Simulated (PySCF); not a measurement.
SMILES [SiH3]/C=C/[SiH2]Cl (CAM-B3LYP/def2-SVP optimised geometry):

```
12

Si    -0.493    -0.368     0.000
C     -1.104    -1.279    -1.523
C     -0.305    -1.843    -2.441
Si    -0.954    -2.758    -3.929
Cl    -0.286    -1.849    -5.669
H      0.995    -0.368     0.000
H     -0.992    -1.035     1.235
H     -0.995     1.035     0.000
H     -2.192    -1.351    -1.667
H      0.784    -1.771    -2.312
H     -2.438    -2.725    -3.911
H     -0.464    -4.159    -3.958
```

Computed with CAM-B3LYP/def2-TZVP (PySCF).

Question: What are the frontier orbital energies and the dipole moment?

Answer: HOMO-2 -10.31 eV, HOMO-1 -9.82 eV, HOMO -9.62 eV, LUMO -0.20 eV, LUMO+1 1.38 eV; dipole moment 1.56 D.

On the same geometry PBE/def2-TZVP in PySCF gives HOMO-2 -7.57 eV, HOMO-1 -7.24 eV, HOMO -7.15 eV, LUMO -2.33 eV, LUMO+1 -0.47 eV; dipole moment 1.43 D.

Meta-Löwdin charges at CAM-B3LYP/def2-TZVP: Si1 0.52, C2 -0.31, C3 -0.34, Si4 0.72, Cl5 -0.32, H6 -0.10, H7 -0.10, H8 -0.10, H9 0.12, H10 0.12, H11 -0.10, H12 -0.10.
